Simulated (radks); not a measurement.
Ir54+, 23 electrons, occupied as [Ar] 3d5 (the NIST ground configuration). Method: non-relativistic Kohn-Sham, LB94 model potential, spin-polarised, spherical densities, point nucleus; open shells are filled with parallel spins first (spin-orbit coupling, left out, can overturn this in heavy ions); relativity is left out, which matters for an element this heavy; computed with a radial shooting solver on a logarithmic mesh with Libxc functionals. Some entries of the table are withheld. Estimate them.

orbital  occ.  eigenvalue (hartree)  <r> (bohr)
1s down     1             -2680.874     0.01965
1s up       1             -2680.837     0.01965
2s up       1             -549.3789     0.08237
2s down     1             -549.2307     0.08228
2p up       3                   (1)     0.06960
2p down     3                   (2)     0.06953
3s up       1             -210.8851      0.1999
3s down     1             -209.8330      0.2003
3p up       3                   (3)         (4)
3p down     3                   (5)         (6)
3d up       5             -192.6048      0.1636
3d down     0             -191.5056      0.1637

Answer. 
(1) 2p up eigenvalue (hartree): -533.6618
(2) 2p down eigenvalue (hartree): -533.6445
(3) 3p up eigenvalue (hartree): -204.1575
(4) 3p up <r> (bohr): 0.1893
(5) 3p down eigenvalue (hartree): -203.0330
(6) 3p down <r> (bohr): 0.1897
